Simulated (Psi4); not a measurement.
Psi4 input (wB97X-D/6-31G*):

```
memory 1500 MB

molecule {
-1 1
N    -2.00721200   -0.69087200   -0.30421500
Si   -1.01650900    0.64555800    0.26177100
N     0.59243300    0.32466100    0.66963300
Si    1.75556400   -0.42753300   -0.54790800
H    -1.67982700   -1.01937400   -1.20736600
H    -1.98158800   -1.49111400    0.31867800
H    -1.71431300    1.17835000    1.47719200
H    -1.17701600    1.64239400   -0.83408900
H     0.87162100    0.45412700    1.63166300
H     3.01809700    0.39548200   -0.21633800
H     2.21970900   -1.64874600    0.27825200
symmetry c1
no_reorient
no_com
}

set {
  basis 6-31G*
  reference rks
  scf_type pk
  dft_radial_points 99
  dft_spherical_points 590
  e_convergence 1e-8
  d_convergence 1e-7
  maxiter 150
}

e = energy('wb97x-d')
print_out(f'\nFINAL {e:.10f} DIPOLE {variable("CURRENT DIPOLE")[0]:.6f} {variable("CURRENT DIPOLE")[1]:.6f} {variable("CURRENT DIPOLE")[2]:.6f}\n')
```

Output:

```
   => Loading Basis Set <=

    Name: 6-31G*
    Role: ORBITAL
    Keyword: BASIS
    atoms 1, 3 entry N          line   128 file 6-31gs.gbs
    atoms 2, 4 entry SI         line   268 file 6-31gs.gbs
    atoms 5-11 entry H          line    44 file 6-31gs.gbs

   => WB97X-D: Empirical Dispersion <=

    Chai and Head-Gordon Dispersion Correction
    Chai, J.-D.; Head-Gordon, M. (2010), J. Chem. Phys., 132: 6615-6620

        s6 =       1.000000

         ---------------------------------------------------------
                                   SCF
               by Justin Turney, Rob Parrish, Andy Simmonett
                          and Daniel G. A. Smith
                              RKS Reference
         ---------------------------------------------------------

  ==> Geometry <==

    Molecular point group: c1
    Full point group: C1

    Geometry (in Angstrom), charge = -1, multiplicity = 1:

       Center              X                  Y                   Z               Mass
    ------------   -----------------  -----------------  -----------------  -----------------
         N           -2.007212000000    -0.690872000000    -0.304215000000    14.003074004430
         SI          -1.016509000000     0.645558000000     0.261771000000    27.976926534650
         N            0.592433000000     0.324661000000     0.669633000000    14.003074004430
         SI           1.755564000000    -0.427533000000    -0.547908000000    27.976926534650
         H           -1.679827000000    -1.019374000000    -1.207366000000     1.007825032230
         H           -1.981588000000    -1.491114000000     0.318678000000     1.007825032230
         H           -1.714313000000     1.178350000000     1.477192000000     1.007825032230
         H           -1.177016000000     1.642394000000    -0.834089000000     1.007825032230
         H            0.871621000000     0.454127000000     1.631663000000     1.007825032230
         H            3.018097000000     0.395482000000    -0.216338000000     1.007825032230
         H            2.219709000000    -1.648746000000     0.278252000000     1.007825032230

  Running in c1 symmetry.

  Rotational constants: A =      0.30029  B =      0.07735  C =      0.06684 [cm^-1]
  Rotational constants: A =   9002.50765  B =   2318.91950  C =   2003.66856 [MHz]
  Nuclear repulsion =  215.634315612029667

  Charge       = -1
  Multiplicity = 1
  Electrons    = 50
  Nalpha       = 25
  Nbeta        = 25

  ==> Algorithm <==

  SCF Algorithm Type is PK.
  DIIS enabled.
  MOM disabled.
  Fractional occupation disabled.
  Guess Type is SAD.
  Energy threshold   = 1.00e-08
  Density threshold  = 1.00e-07
  Integral threshold = 1.00e-12

  ==> Primary Basis <==

  Basis Set: 6-31G*
    Blend: 6-31G*
    Number of shells: 42
    Number of basis functions: 82
    Number of Cartesian functions: 82
    Spherical Harmonics?: false
    Max angular momentum: 2

  ==> DFT Potential <==

   => LibXC <=

    Version 7.1.2
    S. Lehtola, C. Steigemann, M. J. T. Oliveira, and M. A. L. Marques,  SoftwareX 7, 1–5 (2018) (10.1016/j.softx.2017.11.002)

   => Composite Functional: WB97X-D <=

    wB97X-D Hyb-GGA Exchange-Correlation Functional

    J.-D. Chai and M. Head-Gordon,  Phys. Chem. Chem. Phys. 10, 6615–6620 (2008) (10.1039/B810189B)

    Deriv               =              1
    GGA                 =           TRUE
    Meta                =          FALSE

    Exchange Hybrid     =           TRUE
    MP2 Hybrid          =          FALSE

   => Exchange-Correlation Functionals <=

    1.0000   wB97X-D range-separated functional

   => Exact (HF) Exchange <=

    0.7780            HF,LR [omega = 0.2000]
    0.2220               HF

   => LibXC Density Thresholds  <==

    XC_HYB_GGA_XC_WB97X_D:  1.00E-14

   => Molecular Quadrature <=

    Radial Scheme          =       TREUTLER
    Pruning Scheme         =           NONE
    Nuclear Scheme         =       TREUTLER

    Blocking Scheme        =         OCTREE
    BS radius alpha        =              1
    Pruning alpha          =              1
    Radial Points          =             99
    Spherical Points       =            590
    Total Points           =         606956
    Total Blocks           =           4251
    Max Points             =            256
    Max Functions          =             81
    Weights Tolerance      =       1.00E-15

  ==> Integral Setup <==

  Using in-core PK algorithm.
   Calculation information:
      Number of atoms:                  11
      Number of AO shells:              42
      Number of primitives:            112
      Number of atomic orbitals:        82
      Number of basis functions:        82

      Integral cutoff                 1.00e-12
      Number of threads:                 1

  Performing in-core PK
  Using 17375718 doubles for integral storage.
  We computed 364476 shell quartets total.
  Whereas there are 408156 unique shell quartets.

  Computing range-separated integrals for PK
  We computed 364476 wK shell quartets total.
  Whereas there are 408156 wK unique shell quartets.

  ==> DiskJK: Disk-Based J/K Matrices <==

    J tasked:                  Yes
    K tasked:                  Yes
    wK tasked:                 Yes
    Omega:               2.000E-01
    Schwarz Cutoff:          1E-12


  Cached 50.0% of DFT collocation blocks in 0.576 [GiB].

  Minimum eigenvalue in the overlap matrix is 8.4444451766E-03.
  Reciprocal condition number of the overlap matrix is 1.3022006119E-03.
    Using symmetric orthogonalization.

  ==> Pre-Iterations <==

  SCF Guess: Superposition of Atomic Densities via on-the-fly atomic UHF (no occupation information).

   -------------------------
    Irrep   Nso     Nmo
   -------------------------
     A         82      82
   -------------------------
    Total      82      82
   -------------------------

  ==> Iterations <==

                        Total Energy        Delta E     RMS |[F,P]|

   @RKS iter SAD:  -691.74139184433056   -6.91741e+02   0.00000e+00
   @RKS iter   1:  -692.30487299428898   -5.63481e-01   1.07327e-02 ADIIS/DIIS
   @RKS iter   2:  -692.28610827148236    1.87647e-02   1.12030e-02 ADIIS/DIIS
   @RKS iter   3:  -692.66739360510030   -3.81285e-01   9.91875e-04 ADIIS/DIIS
   @RKS iter   4:  -692.66989247041874   -2.49887e-03   4.97191e-04 ADIIS/DIIS
   @RKS iter   5:  -692.67062431688430   -7.31846e-04   1.13756e-04 ADIIS/DIIS
   @RKS iter   6:  -692.67067089230682   -4.65754e-05   1.73651e-05 DIIS
   @RKS iter   7:  -692.67067296726577   -2.07496e-06   3.49080e-06 DIIS
   @RKS iter   8:  -692.67067310794266   -1.40677e-07   9.76079e-07 DIIS
   @RKS iter   9:  -692.67067312152949   -1.35868e-08   2.47285e-07 DIIS
   @RKS iter  10:  -692.67067312267886   -1.14937e-09   9.07739e-08 DIIS
  Energy and wave function converged.

  ==> Post-Iterations <==

   Electrons on quadrature grid:
      Ntotal   =   49.9999988958 ; deviation = -1.104e-06

    Orbital Energies [Eh]
    ---------------------

    Doubly Occupied:

       1A    -66.125075     2A    -66.045374     3A    -14.274744
       4A    -14.236583     5A     -5.235321     6A     -5.155785
       7A     -3.581018     8A     -3.580045     9A     -3.578979
      10A     -3.502105    11A     -3.500405    12A     -3.497106
      13A     -0.791294    14A     -0.732929    15A     -0.455624
      16A     -0.415234    17A     -0.394142    18A     -0.345755
      19A     -0.298765    20A     -0.264653    21A     -0.226829
      22A     -0.209081    23A     -0.190046    24A     -0.130040
      25A     -0.058726

    Virtual:

      26A      0.270760    27A      0.281261    28A      0.318176
      29A      0.331640    30A      0.342915    31A      0.365084
      32A      0.374556    33A      0.386118    34A      0.397501
      35A      0.455277    36A      0.474803    37A      0.484557
      38A      0.520756    39A      0.528232    40A      0.568259
      41A      0.577681    42A      0.622930    43A      0.640544
      44A      0.770397    45A      0.835668    46A      0.882036
      47A      0.912110    48A      0.916173    49A      0.940982
      50A      0.969451    51A      0.983962    52A      1.035175
      53A      1.097104    54A      1.127159    55A      1.144193
      56A      1.152724    57A      1.182736    58A      1.204408
      59A      1.214754    60A      1.239191    61A      1.320632
      62A      1.371129    63A      1.394968    64A      1.406626
      65A      1.421719    66A      1.452360    67A      1.536900
      68A      1.566224    69A      1.981544    70A      2.013585
      71A      2.069277    72A      2.195064    73A      2.315463
      74A      2.493153    75A      2.562764    76A      2.613852
      77A      2.671063    78A      2.709953    79A      3.231268
      80A      3.280714    81A      3.949787    82A      4.020210

    Final Occupation by Irrep:
              A
    DOCC [    25 ]
    NA   [    25 ]
    NB   [    25 ]

  @RKS Final Energy:  -692.67067312267886

   => Energetics <=

    Nuclear Repulsion Energy =            215.6343156120296669
    One-Electron Energy =               -1394.4529709516609728
    Two-Electron Energy =                 527.8409790524160599
    DFT Exchange-Correlation Energy =     -41.6889905763383624
    Empirical Dispersion Energy =          -0.0040062591252801
    VV10 Nonlocal Energy =                  0.0000000000000000
    Total Energy =                       -692.6706731226788634

Computation Completed

Properties will be evaluated at   0.000000,   0.000000,   0.000000 [a0]

Properties computed using the SCF density matrix

 Multipole Moments:

 ------------------------------------------------------------------------------------
     Multipole            Electronic (a.u.)      Nuclear  (a.u.)        Total (a.u.)
 ------------------------------------------------------------------------------------

 L = 1.  Multiply by 2.5417464519 to convert [e a0] to [Debye]
 Dipole X            :         -1.6953462           -0.0000000           -1.6953462
 Dipole Y            :          0.0449732           -0.0000151            0.0449581
 Dipole Z            :          1.1218830           -0.0000000            1.1218830
 Magnitude           :                                                    2.0334309

 ------------------------------------------------------------------------------------

FINAL -692.6706731227 DIPOLE -1.695346 0.044958 1.121883

*** Psi4 exiting successfully. Buy a developer a beer!
```

The dipole moment of an ion depends on the origin.

The geometry given is a B3LYP-D3(BJ)/def2-TZVP minimum.
